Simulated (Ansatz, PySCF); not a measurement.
System: sum formula H₃BO₂ (charge 0, singlet). 
Coordinates optimised at B3LYP-D3(BJ)/def2-TZVP (Ansatz, a quantum-chemistry and plane-wave program):
```
B
O 1 1.3567
H 2 0.9653 1 112.89
O 1 1.3670 2 119.37 3 0.00
H 4 0.9609 1 113.80 2 180.00
H 1 1.1934 2 118.36 3 180.00
```
Charge 0, spin multiplicity 1.

Dipole moments at this geometry, in debye (magnitudes).

```csv
level,program,dipole (D)
r2SCAN0/def2-TZVPD,Ansatz,1.53
PW6B95/def2-TZVPD,PySCF,1.51
HSE06/def2-TZVPD,Ansatz,(withheld)
wB97M-V/def2-TZVPD,Ansatz,1.52
CCSD(T)/aug-cc-pVDZ,Ansatz,(withheld)
```

Question: What belongs in the gaps?

Answer: 
- HSE06/def2-TZVPD, dipole (D): 1.50
- CCSD(T)/aug-cc-pVDZ, dipole (D): 1.50
